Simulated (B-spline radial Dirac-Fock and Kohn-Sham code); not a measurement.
K-line shifts caused by a second vacancy in Cl⁵⁺

System: chlorine as Cl⁵⁺ in the configuration [Ne] 3s2.

The computed values come from an atomic code on a B-spline grid: Dirac-Fock energy differences between relaxed states, corrected for Breit and QED terms. Each two-hole energy is an average over J within one jj subconfiguration, not an observable level; in light atoms, where LS coupling holds, the j-resolved values are not observed lines, and for a K spectator the Kα1 hypersatellite is nearly forbidden. The model has no electron correlation.

Lines without a spectator: Kα2 (K-L2) 2627.5 eV, Kα1 (K-L3) 2629.2 eV. Shifts in eV with one spectator hole (a dash: not computed, or left out as unreliable):

```tsv
spectator hole	Kα2	Kα1
K (1s)	+173.4	+173.9
L2 (2p1/2)	+14.34	+17.60
L3 (2p3/2)	+17.11	+16.18
```

With n spectator holes in 2p, averaged over the 2p shell (energies in eV):

```
n    KαLⁿ   step  hypersatellite KαʰLⁿ
0  2628.6      –                2802.4
1  2645.3  +16.7                2820.5
2  2663.5  +18.2                2840.1
3  2683.1  +19.6                2861.1
4  2704.1  +21.1                2883.5
5  2726.6  +22.5                2907.2
```
